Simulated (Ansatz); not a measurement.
Ga(Cl) cation (ClGa), SMILES [Cl][Ga] (connectivity only; charge and spin as stated), charge +1, multiplicity 2.

Geometry: PBE0-D3(BJ)/def2-TZVP. The spin state was assumed, not searched.

Two levels are set side by side: PBE/def2-TZVPD (Ansatz, a quantum-chemistry and plane-wave program) and PBE0/def2-TZVPD (Ansatz). Energy differences of separate SCF runs at the same geometry; the states with an electron removed or added have multiplicity 1 and 1. Differences are taken from unrounded values.

| quantity | PBE0 | PBE | PBE minus PBE0 |
|---|---|---|---|
| vertical ionisation energy (eV) | 17.93 | 17.84 | -0.08 |
| vertical electron affinity (eV) | 9.60 | 9.62 | 0.02 |

On these quantities the two levels nearly agree.
